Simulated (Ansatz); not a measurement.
`[SiH3][C]1=[CH][GeH2]1` and `[CH]1=[CH][GeH2]1` differ in one atom or group.

Ansatz, PBE0-D4/def2-TZVP geometries, multiplicity 1. 

Scalar relativity is left out up to krypton.

```csv
property,`[SiH3][C]1=[CH][GeH2]1`
LUMO energy (PBE/def2-TZVPP) / eV,-1.72
HOMO–LUMO gap (B3LYP/def2-TZVPP) / eV,5.65
HOMO energy (B3LYP/def2-TZVPP) / eV,-6.54
HOMO energy (PBE/def2-TZVPP) / eV,-5.72
size of the dipole moment (PBE/def2-TZVPP) / D,0.45
size of the dipole moment (ωB97M-V/def2-TZVPP) / D,0.55
```

Question: Give the same properties after the change, and the shifts. (An estimate is asked.)

Answer: Ansatz gave: 
| property | `[CH]1=[CH][GeH2]1` | shift |
| --- | --- | --- |
| LUMO energy (PBE/def2-TZVPP) / eV | -1.18 | 0.54 |
| HOMO–LUMO gap (B3LYP/def2-TZVPP) / eV | 6.45 | 0.80 |
| HOMO energy (B3LYP/def2-TZVPP) / eV | -6.78 | -0.24 |
| HOMO energy (PBE/def2-TZVPP) / eV | -5.90 | -0.18 |
| size of the dipole moment (PBE/def2-TZVPP) / D | 0.28 | -0.17 |
| size of the dipole moment (ωB97M-V/def2-TZVPP) / D | 0.14 | -0.41 |

With PBE0 the HOMO falls by 0.24 eV and the LUMO rises by 0.61 eV, so the gap widens by about 0.85 eV. PBE moves the HOMO by -0.18 eV and ωB97M-V by -0.30 eV. Dipoles are sizes alone; their direction can turn.

B3LYP here is the variant with VWN-RPA as its local correlation; programs differ in this.
